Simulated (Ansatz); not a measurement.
The first iterations of a band of CH$_{10}$Si$_{2}$Sn (14 atoms, charge 0, multiplicity 1).

These are results of Ansatz 0.2.0, RKS PBE-D4/def2-SVP, not measurements.

```json
{
 "movable images": "7",
 "climbing image": "yes",
 "spring": "5.0 eV/Å²",
 "optimiser": "quadratic models (default)",
 "start path": "IDPP",
 "force threshold": "0.03 eV/Å",
 "iteration limit": "60",
 "end points": "relaxed"
}
```

First end point:

```xyz
14
Properties=species:S:1:pos:R:3
C -0.822 1.603 -1.266
Sn -0.468 0.262 0.418
Si 1.972 0.504 1.248
Si -0.915 -2.185 -0.295
H -1.869 1.497 -1.610
H -0.645 2.649 -0.951
H -0.137 1.350 -2.097
H -1.558 0.699 1.697
H 2.236 -0.407 2.417
H 2.265 1.920 1.673
H 2.926 0.140 0.140
H -0.660 -3.135 0.845
H -0.002 -2.560 -1.434
H -2.338 -2.367 -0.757
```

Last end point:

```xyz
14
Properties=species:S:1:pos:R:3
C -1.430 1.518 -0.726
Sn -0.304 0.180 0.577
Si 2.223 0.732 0.467
Si -0.691 -2.281 -0.127
H -2.509 1.282 -0.654
H -1.264 2.567 -0.413
H -1.097 1.392 -1.773
H -0.869 0.410 2.203
H 3.004 -0.160 1.395
H 2.486 2.165 0.850
H 2.735 0.519 -0.934
H -2.150 -2.649 -0.048
H 0.085 -3.220 0.759
H -0.231 -2.485 -1.547
```

| iteration | highest image above the first end (eV) | largest band force component (eV/Å) |
| --- | --- | --- |
| 1 | 0.078 | 0.938 |
| 2 | 0.034 | 0.202 |

Question: Does the band converge within its limit, and where does its top end?

Answer: It converged. It ended after 5 iterations with the highest image 0.020 eV above the first end. A vibrational analysis at the climbing image gives one clearly imaginary mode, 56i cm⁻¹: a first-order saddle point.

Time of the run: 74 s on 2 threads of Intel(R) Xeon(R) Platinum 8559C (Emerald Rapids) (shared host), peak memory 0.2 GiB.
